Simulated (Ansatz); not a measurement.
CH3BFNO, SMILES `NC1(F)BO1`, relaxed with RKS PBE-D4/def2-SVP in Ansatz 0.2.0 from a rough embedded geometry. The force threshold is 0.03 eV/Å; the program also tests the step.

Total charge 0; spin multiplicity 1.

Start:

```xyz
8

N    -0.206   -0.512    0.981
C     0.212   -0.160   -0.315
F     1.368   -0.744   -0.841
B    -0.361    1.173   -0.908
O    -0.843   -0.164   -1.183
H     0.606   -0.272    1.676
H    -0.251   -1.590    1.050
H    -0.524    2.267   -0.461
```

```json
{"step": "1", "energy (eV)": "-7999.8580", "largest force (eV/Å)": "4.018", "largest move (Å)": "0.000"}
{"step": "2", "energy (eV)": "-8000.5570", "largest force (eV/Å)": "1.754", "largest move (Å)": "0.198"}
{"step": "3", "energy (eV)": "-8000.8640", "largest force (eV/Å)": "1.153", "largest move (Å)": "0.199"}
{"step": "4", "energy (eV)": "-8000.9196", "largest force (eV/Å)": "0.890", "largest move (Å)": "0.148"}
{"step": "5", "energy (eV)": "-8000.9416", "largest force (eV/Å)": "0.220", "largest move (Å)": "0.031"}
{"step": "6", "energy (eV)": "-8000.9451", "largest force (eV/Å)": "0.092", "largest move (Å)": "0.023"}
{"step": "7", "energy (eV)": "-8000.9470", "largest force (eV/Å)": "0.192", "largest move (Å)": "0.053"}
{"step": "8", "energy (eV)": "-8000.9486", "largest force (eV/Å)": "0.197", "largest move (Å)": "0.056"}
{"step": "9", "energy (eV)": "-8000.9494", "largest force (eV/Å)": "0.066", "largest move (Å)": "0.020"}
{"step": "10", "energy (eV)": "-8000.9497", "largest force (eV/Å)": "0.039", "largest move (Å)": "0.017"}
{"step": "11", "energy (eV)": "-8000.9498", "largest force (eV/Å)": "0.019", "largest move (Å)": "0.008"}
```

End:

```xyz
8

N    -0.099   -0.723    1.026
C     0.215   -0.112   -0.182
F     1.228   -0.732   -0.886
B    -0.356    1.198   -0.722
O    -0.953    0.064   -1.129
H     0.421   -0.330    1.815
H     0.019   -1.744    0.999
H    -0.474    2.380   -0.921
```

Run time 12 s (4 threads of a server CPU on a shared host); peak host memory 0.2 GiB.
